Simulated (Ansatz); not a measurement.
OSr, SMILES [O]=[Sr].

Geometry optimised at B3LYP-D3(BJ)/def2-TZVPD. The def2 effective core potentials stand for the cores of Sr; spin–orbit coupling is left out.

Two levels are set side by side: PBE/def2-TZVPD (Ansatz, a first-principles code) and PBE0/def2-TZVPD (Ansatz). Energy differences of separate SCF runs at the same geometry; the states with an electron removed or added have multiplicity 2 and 2. Differences are taken from unrounded values.

```csv
quantity,PBE0,PBE,PBE minus PBE0
vertical ionisation energy (eV),6.40,6.94,0.54
vertical electron affinity (eV),0.68,0.65,-0.02
vertical singlet–triplet gap (eV),1.12,1.61,0.49
```
